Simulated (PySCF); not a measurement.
## State search for CaC⁺

Unrestricted PBE0; PySCF, no relativity, basis sets Ca def2-SVP, C def2-SVP. Outer shells of the fragments: Ca+ 4s1; C 2s2 2p2.

Followed along the bond (rough minima from three points):

```json
{"2Ms+1": "4", "unpaired": "σ ↑, π ↑↑", "⟨S²⟩ at the start": "3.75", "R at minimum (Å)": "2.17", "Te (eV)": "0.00"}
{"2Ms+1": "2", "unpaired": "σ ↑, π ↑↓", "⟨S²⟩ at the start": "1.75", "R at minimum (Å)": "2.17", "Te (eV)": "0.75"}
{"2Ms+1": "2", "unpaired": "σ ↓, π ↑↑", "⟨S²⟩ at the start": "1.76", "R at minimum (Å)": "2.17", "Te (eV)": "0.80"}
{"2Ms+1": "2", "unpaired": "π ↑", "⟨S²⟩ at the start": "0.77", "R at minimum (Å)": "2.43", "Te (eV)": "1.67"}
```

Solutions found at the starting distance of 2.400 Å, counted from the lowest of them; the search is not exhaustive and high or unbound solutions are not listed, so other states can lie among these:

```json
{"2Ms+1": "4", "unpaired": "σ ↑, π ↑↑", "term": "⁴Σ⁻", "E (eV)": "0.00", "⟨S²⟩": "3.75", "⟨Lz²⟩": "0.00", "μ (D)": "-7.94"}
{"2Ms+1": "2", "unpaired": "σ ↑, π ↑↓", "term": "mixed", "E (eV)": "0.74", "⟨S²⟩": "1.75", "⟨Lz²⟩": "2.01", "μ (D)": "-7.76"}
{"2Ms+1": "2", "unpaired": "σ ↓, π ↑↑", "term": "mixed", "E (eV)": "0.79", "⟨S²⟩": "1.76", "⟨Lz²⟩": "0.00", "μ (D)": "-7.77"}
{"2Ms+1": "2", "unpaired": "π ↑", "term": "²Π", "E (eV)": "1.43", "⟨S²⟩": "0.77", "⟨Lz²⟩": "1.00", "μ (D)": "-6.83"}
{"2Ms+1": "2", "unpaired": "σ ↑", "term": "mixed", "E (eV)": "1.80", "⟨S²⟩": "0.77", "⟨Lz²⟩": "2.00", "μ (D)": "-7.28"}
{"2Ms+1": "4", "unpaired": "σ ↑↑, π ↑", "term": "⁴Π", "E (eV)": "2.47", "⟨S²⟩": "3.75", "⟨Lz²⟩": "1.01", "μ (D)": "-0.17"}
{"2Ms+1": "2", "unpaired": "σ ↑↑, π ↓", "term": "mixed", "E (eV)": "2.96", "⟨S²⟩": "1.75", "⟨Lz²⟩": "1.01", "μ (D)": "-0.24"}
{"2Ms+1": "4", "unpaired": "σ ↑, π ↑, δ ↑", "term": "mixed", "E (eV)": "3.83", "⟨S²⟩": "3.75", "⟨Lz²⟩": "5.00", "μ (D)": "-1.29"}
{"2Ms+1": "2", "unpaired": "σ ↑, π ↑, δ ↓", "term": "mixed", "E (eV)": "3.85", "⟨S²⟩": "1.75", "⟨Lz²⟩": "5.00", "μ (D)": "-1.32"}
{"2Ms+1": "4", "unpaired": "σ ↑, π ↑↑", "term": "mixed", "E (eV)": "4.07", "⟨S²⟩": "3.75", "⟨Lz²⟩": "2.00", "μ (D)": "0.13"}
```

A term symbol is given only where ⟨S²⟩ and ⟨Lz²⟩ are close to those of a pure state; real π, δ and φ orbitals otherwise mix terms. A positive dipole points towards C; it is taken about the centre of mass and depends on that origin.

Counting both spins, an empty level lies below a filled one in some of these solutions, because spin and occupation are held.
